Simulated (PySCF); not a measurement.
Atoms are numbered as in `[CH3:1][O:2][B:3]([O:4][CH3:5])[B:6]([Cl:7])[Cl:8]`. Each H is labelled by its parent atom.

Theoretical values (PySCF 2.14.0 with density-fitted response routines): GIAO CAM-B3LYP/pcSseg-1 shieldings, PBE0-D3(BJ)/def2-SVP structure. Rapidly exchanging positions averaged, relativity neglected, no solvent, one computed conformer.

References, each an isolated molecule treated in the same way: ¹³C and ¹H against TMS; ¹⁷O against H2O; BF3·OEt2 for ¹¹B; ³⁵Cl against HCl.

| atoms | nucleus | count | δ (ppm) |
| --- | --- | --- | --- |
| B3 | ¹¹B | 1 | 27.0 |
| Cl7/Cl8 | ³⁵Cl | 2 | 336 |
| H(C1)/H(C5) | ¹H | 6 | ? |
| C1/C5 | ¹³C | 2 | 53.2 |
| O2/O4 | ¹⁷O | 2 | 117.3 |
| B6 | ¹¹B | 1 | ? |

Fill in the missing shifts.

Answers


- H(C1)/H(C5): 3.70 ppm, hydrogen on a methyl carbon bonded to O; its carbon carries O, which withdraws density
- B6: 75.2 ppm, boron bonded to B, 2 Cl

Shifts are as computed, not scaled to solution data. Of 1211 compounds with measured shifts, 218 miss one by over three times the rms of a fit or turn the order of signals round; such compounds aren't used in these exercises. Experimental scales use liquid or dissolved standards, which lie at an offset from isolated H2O (liquid H2O: subtract about 36 ppm).
